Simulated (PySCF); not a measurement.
A calculated (LDA, PySCF 2.14, aug-cc-pwCVTZ, no relativity, point nucleus) atom or ion has these occupied shells.

```
shell  electrons  orbital energy (eV)  rms radius, mean of both spins (bohr)
 1s α          1              -847.80                                  0.185
 1s β          1              -846.73                                  0.185
 2s α          1              -56.154                                  0.958
 2s β          1              -54.024                                  0.958
 2p α          3              -33.393                                   1.01
 2p β          2              -31.262                                   1.01
```

**Question.** Name the element and its charge.

**Answer.** Ne⁺ (neon, charge +1), in [He] 2s2 2p5, 2P determinant.
